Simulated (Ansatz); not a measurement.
Species: GeI2, charge -1, multiplicity 2. 
Coordinates optimised at B3LYP-D3(BJ)/def2-TZVP (Ansatz, a first-principles code):
```xyz
3

Ge     0.0149     0.0134     1.3301
I      1.0885    -1.8432    -0.3953
I     -1.0975     1.8351    -0.4078
```
Charge -1, spin multiplicity 2.

Basis-set convergence of Hartree-Fock and MP2 correlation energies (hartree) with Ansatz. Cores are frozen in the correlated levels unless marked. Open shells are spin-unrestricted. No spin-orbit coupling. The frozen core is the preceding noble-gas configuration, with the filled d and f shells of earlier blocks. Past Kr the def2 sets carry scalar-relativistic core potentials. This anion needs diffuse functions, which these sets lack.

| basis | functions | E(HF) | E(corr, MP2) |
|---|---|---|---|
| def2-SVP | 84 | -2668.55203 | -0.26026 |
| def2-TZVPP | 148 | ___ | ___ |

**Question.** Fill in the missing entries.

**Answer.** 
- def2-TZVPP, E(HF): -2668.83601
- def2-TZVPP, E(corr, MP2): -0.36087
